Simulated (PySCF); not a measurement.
SMILES BCCC#C at its GFN2-xTB optimised geometry (Å):

```
12

B      2.5590     0.4968     1.2937
C      0.9989     0.4099     1.1849
C      0.4372    -0.3915     0.0000
C     -1.0118    -0.3915     0.0000
C     -2.2079    -0.3678     0.0326
H      3.2566    -0.0083     0.5025
H      3.0297     1.0845     2.1886
H      0.5885     1.4254     1.1459
H      0.5930    -0.0064     2.1136
H      0.7898     0.0404    -0.9409
H      0.7902    -1.4254     0.0504
H     -3.2566    -0.3589     0.0480
```

Level of theory: CAM-B3LYP/def2-TZVP in PySCF 2.14.0. Cells within 0.4 Å of a nucleus heavier than hydrogen are left out (blank, or x).

Map of the electron localisation function on the plane z = 0.0 Å:

```
|000000000000000000000000000|
|000000000000000000000000000|
|000000000000000000000000000|
|000000000000000000000000000|
|000000000000000000000000000|
|000000000000000000000000000|
|000000000000000000000000000|
|000000000000000000000000000|
|000000000000002200000000000|
|000000011100001100000000000|
|000000124530000000002541000|
|000023346763001110038997100|
|000588767876435520179999500|
|00199995x85286x640089999700|
|0029999xx7xx94x130069999600|
|001899964863865971019999200|
|000377667875459996003882000|
|000012245652059998000000000|
|000000123420039998000000000|
|000000001100008994000000000|
|000000000000001210000000000|
|000000000000000000000000000|
|000000000000000000000000000|
|000000000000000000000000000|
|000000000000000000000000000|
|000000000000000000000000000|
|000000000000000000000000000|
```
Scale: ten equal steps from 0.000 (start of '0') to 1.000 (end of '9'), in the order '0123456789'; x runs from -5.50 to 5.50, y from -5.50 (bottom) to 5.50 (top).
